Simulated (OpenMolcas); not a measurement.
# Mo2+: moving or changing the point charges

Mo2+ among 6 point charges of -1.7 e arranged as a trigonal prism (D3h), 1.98 Å from the ion, with a polar angle of 42.7° against the regular 49.1°. The active orbitals were held to one l.
```
   1.3432    0.0000    1.4547  -1.70
  -0.6716    1.1632    1.4547  -1.70
  -0.6716   -1.1632    1.4547  -1.70
   1.3432    0.0000   -1.4547  -1.70
  -0.6716    1.1632   -1.4547  -1.70
  -0.6716   -1.1632   -1.4547  -1.70
```

| Item | Value |
| --- | --- |
| Program | OpenMolcas |
| Method | CASSCF |
| Basis | ANO-RCC-VDZP [6s5p3d1f] |
| Scalar Hamiltonian | DKH2, point nucleus |
| Active space | 4 electrons in 5 orbitals (4d) |
| State averaging | 2S+1 = 5 even, 5 roots; 2S+1 = 3 even, 45 roots; 2S+1 = 1 even, 50 roots |
| Spin-orbit coupling | state interaction with AMFI integrals over the reference wave functions |

Runs around this geometry, states (labels of D3, the rotations of D3h). Energies in cm-1 above the lowest state or level, χT in cm3 K/mol.

| R (Å) | Polar angle / regular | Ground state | First state of that spin | First gap with spin-orbit (degeneracies) | χT at 300 K | First state of another spin |
| --- | --- | --- | --- | --- | --- | --- |
| 1.86 | 0.87 | 3E | 9231 | 468.3 (2, 2) | 2.177 | 1A1 1794 |
| 1.98 | 0.87 | 3E | 7373 | 516.6 (2, 2) | 2.189 | 5E 3963 |
| 2.16 | 0.87 | 5E | 5A1 2150 | 27.0 (2, 1) | 1.955 | 3E 2255 |
| 1.98 | 0.94 | 5E | 5A1 7386 | 105.8 (2, 1) | 2.327 | 3E 1212 |

The ground state changes within this set.

An orbital doublet at a regular site is open to a Jahn-Teller distortion, which this geometry leaves out. Without dynamic correlation the repulsion within the d shell is too large (B by tens of per cent), so at a given field states of lower spin stand too high. This shell can be high or low spin here, a state of another spin lies low, and with metal d orbitals alone active their balance is uncertain, so the ground spin may be wrong, although the usual error favours high spin (holds for R = 1.98, ratio = 0.87). This shell can be high or low spin here, a state of another spin lies low, and with metal d orbitals alone active their balance is uncertain, so the ground spin may be wrong (holds for R = 2.16, ratio = 0.87; R = 1.98, ratio = 0.94). Point charges give a weaker field than real ligands, and real ions of this kind are as a rule low spin; the high spin found here belongs to the model (holds for R = 2.16, ratio = 0.87; R = 1.98, ratio = 0.94). Point charges carry no covalency, so the field is a model and not that of real ligands. An unlabelled pair can be two single states that coincide in this model. No measured value stands beside these numbers.
